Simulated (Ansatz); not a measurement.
`C/C=C(\F)CS` + silanol → `[SiH3]OCS` + `C/C=C\F`  (substitution at a C–C bond)

Program: Ansatz. Geometries: PBE0-D4/def2-TZVP. ΔE: electronic, gas phase. CBS: MP2 limit from def2 TZ/QZ plus the TZ coupled-cluster correction, frozen cores. Double bonds are as drawn, so ΔE can hold a change between cis and trans. DFT in def2-TZVPP. One conformer a species, not always the lowest.

```json
{"level": "r2SCAN-D4", "ΔE (kJ/mol)": "66.8"}
{"level": "ωB97X-V", "ΔE (kJ/mol)": "63.3"}
{"level": "PBE", "ΔE (kJ/mol)": "62.2"}
{"level": "PBE0", "ΔE (kJ/mol)": "65.6"}
```

Task: What does CCSD(T)/CBS give? (Estimate.)

Result: Ansatz gave: +69.1 kJ/mol. The listed levels differ from it by -2.3, -5.8, -6.9, -3.5 kJ/mol.

Largest T1 diagnostic among the species: 0.012.

From PBE to PBE0 (25 % exact exchange), in def2-TZVPP and without D4, ΔE moves by +3.4 kJ/mol. In def2-TZVPP, CCSD(T) changes the Hartree–Fock value by +10.8 kJ/mol (the triples alone add +1.0 kJ/mol) and MP2 by +18.1 kJ/mol.
